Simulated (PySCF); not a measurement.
## Which basis set comes closest?

Molecule: SMILES N#Cc1cccs1, C5H3NS.

Mapped SMILES: `[N:1]#[C:2][c:3]1[cH:4][cH:5][cH:6][s:7]1` (H(Xn): hydrogen on atom n).

Geometry PBE0-D3(BJ)/def2-SVP throughout; GIAO in PySCF 2.14, gas phase, one conformer, non-relativistic; equivalent atoms averaged; functional PBE0.

Reference values (estimated from measurements, as parent shift plus tabulated substituent increments; solution, not stated per compound (mostly CDCl3 or CCl4); Pretsch, Buehlmann, Badertscher, Structure Determination of Organic Compounds, 4th ed. (2009)): δ(H(C4)) = 7.43 ppm, δ(H(C5)) = 6.96 ppm, δ(H(C6)) = 7.48 ppm. Computed shifts are taken against TMS, calculated as an isolated molecule at each level.

How do the basis sets STO-3G, pcSseg-0, 6-31G, 6-31G*, cc-pVDZ, def2-SVP, pcSseg-1, aug-cc-pVDZ, 6-311+G(2d,p), def2-TZVP, cc-pVTZ, IGLO-III, pcSseg-2 perform against the reference? Times are CPU seconds on shared hosts with different chips, so compare them loosely.

Answers


```csv
basis set,functions,H(C4),H(C5),H(C6),mean abs. error H,core-s
STO-3G,42,6.96,6.51,7.01,0.46,3.4
pcSseg-0,73,7.50,6.95,7.09,0.16,5.4
6-31G,73,7.70,7.20,7.39,0.20,6.6
6-31G*,108,7.37,6.94,7.12,0.15,9.7
cc-pVDZ,117,7.38,6.95,7.25,0.10,16
def2-SVP,117,7.36,6.88,7.06,0.19,14
pcSseg-1,141,7.60,7.18,7.35,0.17,14
aug-cc-pVDZ,192,7.68,7.19,7.64,0.21,33
"6-311+G(2d,p)",215,7.70,7.18,7.60,0.20,24
def2-TZVP,241,7.67,7.20,7.55,0.18,46
cc-pVTZ,256,7.60,7.13,7.53,0.13,51
IGLO-III,284,7.64,7.15,7.56,0.16,53
pcSseg-2,301,7.74,7.27,7.59,0.24,43
```

For $^{1}$H the closest is cc-pVDZ (0.10 ppm) and the furthest STO-3G (0.46 ppm). Where a smaller basis beats a larger one, errors probably cancel; the largest sets show where the functional converges. One molecule is a small sample, and vibrational and solvent effects are absent from the calculation.

A small basis that lands close on one nucleus may do so by chance; judge by the trend and by all nuclei.
